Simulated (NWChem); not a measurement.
System: AlNH₂Cl₂; SMILES [Cl][Al]([NH2])[Cl]

NWChem input:

```
start job
memory heap 200 mb stack 900 mb global 1100 mb
geometry units angstroms noautoz
  Al     0.000000     0.000000     0.329190
  Cl    -1.809282     0.000000    -0.721696
  Cl     1.809282     0.000000    -0.721696
  N      0.000000     0.000000     2.082306
  H      0.833765     0.000000     2.658552
  H     -0.833765     0.000000     2.658552
end
basis spherical
  Al library def2-svp
  Cl library def2-svp
  N library def2-svp
  H library def2-svp
end
dft
  xc bhlyp
  iterations 150
  mulliken
end
task dft energy
```

Structure relaxed at the PBE0/def2-SVP level.

Problem. Give the results of this calculation. (BHandHLYP/def2-SVP.) Quantities: energy (Ha); highest occupied level (eV); orbital gap (eV); dipole (D).

Solution. 
| Quantity | Value |
|---|---|
| energy (Ha) | -1218.53 |
| highest occupied level (eV) | -9.15 |
| orbital gap (eV) | 9.56 |
| dipole (D) | 2.56 |
